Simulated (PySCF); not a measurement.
# Electric properties by functional and basis

C4HBF2.
SMILES: `C#CC#CB(F)F`

PySCF, dipoles from the SCF density, polarisabilities from static response with core orbitals frozen. Geometry: PBE0-D3(BJ)/def2-SVP; no solvent, vibrations or thermal averaging.

Problem. Compare the levels for these properties.

Solution. 

```json
{"level": "LDA/def2-SVPD", "μ (D)": "2.578", "α (Å³)": "10.26", "anisotropy (Å³)": "13.15"}
{"level": "PBE/def2-SVPD", "μ (D)": "2.501", "α (Å³)": "10.20", "anisotropy (Å³)": "13.12"}
{"level": "B3LYP/def2-SVPD", "μ (D)": "2.594", "α (Å³)": "9.85", "anisotropy (Å³)": "12.38"}
{"level": "PBE0/def2-SVPD", "μ (D)": "2.603", "α (Å³)": "9.71", "anisotropy (Å³)": "12.20"}
{"level": "BHandHLYP/def2-SVPD", "μ (D)": "2.697", "α (Å³)": "9.39", "anisotropy (Å³)": "11.53"}
{"level": "CAM-B3LYP/def2-SVPD", "μ (D)": "2.558", "α (Å³)": "9.59", "anisotropy (Å³)": "11.73"}
{"level": "wB97X-D/def2-SVPD", "μ (D)": "2.534", "α (Å³)": "9.64", "anisotropy (Å³)": "11.64"}
{"level": "LC-wPBE/def2-SVPD", "μ (D)": "2.433", "α (Å³)": "9.28", "anisotropy (Å³)": "11.11"}
{"level": "HF/def2-SVPD", "μ (D)": "2.763", "α (Å³)": "8.96", "anisotropy (Å³)": "10.57"}
{"level": "PBE0/6-31G*", "μ (D)": "2.336", "α (Å³)": "7.67", "anisotropy (Å³)": "13.13"}
{"level": "PBE0/def2-SVP", "μ (D)": "2.431", "α (Å³)": "8.02", "anisotropy (Å³)": "12.90"}
{"level": "PBE0/6-31+G*", "μ (D)": "2.633", "α (Å³)": "8.86", "anisotropy (Å³)": "13.28"}
{"level": "PBE0/aug-cc-pVDZ", "μ (D)": "2.490", "α (Å³)": "9.86", "anisotropy (Å³)": "12.34"}
{"level": "PBE0/def2-TZVP", "μ (D)": "2.486", "α (Å³)": "9.25", "anisotropy (Å³)": "12.73"}
{"level": "PBE0/def2-TZVPD", "μ (D)": "2.496", "α (Å³)": "9.94", "anisotropy (Å³)": "12.20"}
```

The anisotropy is √(½[(α1 − α2)² + (α2 − α3)² + (α3 − α1)²]). The dipole runs from 2.34 D (PBE0/6-31G*) to 2.76 D (HF/def2-SVPD). No reference polarisability is at hand; against PBE0 in the largest diffuse basis at hand (def2-TZVPD) the other PBE0 rows deviate by 6-31G* -23%, def2-SVP -19%, 6-31+G* -11%, def2-SVPD -2%, aug-cc-pVDZ -1%, def2-TZVP -7%. In one basis (def2-SVPD) the functionals order the polarisability from HF (lowest) to LDA (highest), a spread of 14%. With PBE0 the polarisability is 8.31 Å³ without diffuse functions (mean of 6-31G*, def2-SVP and def2-TZVP) and 9.59 Å³ with them (mean of 6-31+G*, def2-SVPD, aug-cc-pVDZ and def2-TZVPD).
